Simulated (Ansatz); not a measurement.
Basis sets compared for B(OH)3 (BO3H3). Total charge 0; singlet. Geometry r2SCAN-D4/def2-TZVP. Ansatz on 4 threads of Intel Xeon Platinum 8488C on a shared host; times are rough, and most runs start from earlier orbitals.

```xyz
7

B    -0.0450   -0.2219   -0.0267
O    -0.7031   -1.1964   -0.7174
H    -1.2418   -0.8270   -1.4236
O    -0.2278    1.0904   -0.4129
H     0.2535    1.7455    0.0987
O     0.7536   -0.6444    1.0040
H     1.2106    0.0537    1.4779
```

B3LYP takes the VWN-RPA correlation.

Binding counts from free atoms (B doublet, O triplet, H doublet) in the same basis, without a counterpoise term.

| level | functions | energy (Eh) | HOMO (eV) | LUMO (eV) | binding per atom (eV) | wall time |
| --- | --- | --- | --- | --- | --- | --- |
| PBE-D4/def2-SVP | 71 | -252.0166 | -6.95 | -0.02 | 4.65 | 0.35 s |
| PBE-D4/def2-TZVP | 142 | -252.3217 | -7.42 | -0.74 | 4.60 | 0.65 s |
| r2SCAN-D4/def2-TZVP | 142 | -252.4739 | -7.81 | 0.04 | 4.52 | 1 s |
| B3LYP-D4/6-31G | 42 | -252.3888 | -8.44 | 0.63 | 4.12 | 0.25 s |
| B3LYP-D4/def2-TZVP | 142 | -252.6109 | -8.89 | -0.30 | 4.48 | 0.7 s |
| PBE0-D4/def2-SVP | 71 | -252.0243 | -8.80 | 0.91 | 4.51 | 0.35 s |
| PBE0-D4/def2-TZVP (with forces) | 142 | -252.3264 | -9.17 | 0.12 | 4.47 | 0.9 s |

**Question.** Estimate the rows for PBE-D4/def2-TZVPD, r2SCAN-D4/def2-TZVPD, PBE0-D4/def2-TZVPD.

**Answer.** 
```csv
level,functions,energy (Eh),HOMO (eV),LUMO (eV),binding per atom (eV),wall time
PBE-D4/def2-TZVPD,184,-252.3258,-7.55,-1.26,4.61,0.85 s
r2SCAN-D4/def2-TZVPD,184,-252.4770,-7.91,-0.58,4.52,1.4 s
PBE0-D4/def2-TZVPD,184,-252.3297,-9.26,-0.59,4.47,1.1 s
```
